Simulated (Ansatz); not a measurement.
The cluster Na2Se, relaxed as a singlet with RKS PBE-D4/def2-TZVP in Ansatz, starting from the GFN2-xTB geometry. Force threshold 0.02 eV/Å.

The structure comes from a short search, and lower isomers may exist.

Start:

```tsv
atom	x (Å)	y (Å)	z (Å)
Na1	-2.203	-1.374	0.434
Na2	1.509	1.311	-1.739
Se3	0.694	0.063	1.305
```

**Question.** Estimate the energy that the relaxation releases and the steps that it takes.

**Answer.** 1.32 eV, in 8 steps; 5.5 s on 4 threads of Arm Neoverse V1 on a shared host. No frequencies were taken in this run, so the end may be a saddle point.

**Question.** Does the start keep its bonding and symmetry?

**Answer.** By distances, no bond broke or formed. The bond that changes most is Na2–Se3, from 3.39 to 2.56 Å (atoms count from 1). The end is the same structure that another start reached, the lowest one found. Point group Cs at the start, C2v at the end, both within 0.05 Å.

**Question.** Predict the relaxed structure.

**Answer.** 
```xyz
3

Na   -1.759   -1.122    0.444
Na    1.280    1.074   -1.326
Se    0.479    0.048    0.882
```
Bond lengths (bridged metal pairs left out): 2 × Na–Se 2.56 Å.
